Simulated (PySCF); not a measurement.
A calculated (LDA, PySCF 2.14, x2c-TZVPPall, scalar relativity by spin-free X2C-1e) atom or ion has these occupied shells.

```csv
shell,electrons,orbital energy (eV),"rms radius, mean of both spins (bohr)"
1s α,1,-21898.7,0.0384
1s β,1,-21898.6,0.0384
2s α,1,-3173.5,0.158
2s β,1,-3172.7,0.158
2p α,3,-2848.4,0.140
2p β,3,-2847.8,0.140
3s α,1,-580.00,0.432
3s β,1,-579.41,0.432
3p α,3,-473.08,0.435
3p β,3,-472.44,0.435
3d α,5,-299.99,0.421
3d β,5,-299.16,0.421
4s α,1,-103.32,1.07
4s β,1,-99.742,1.07
4p α,3,-73.214,1.19
4p β,3,-69.472,1.19
4d α,5,-30.207,1.58
5p α,1,-16.219,3.29
```

Problem. Name the element and its charge.

Solution. Ru²⁺ (ruthenium, charge +2), in [Kr] 4d5 5p1, high-spin 7P determinant (an excited configuration).
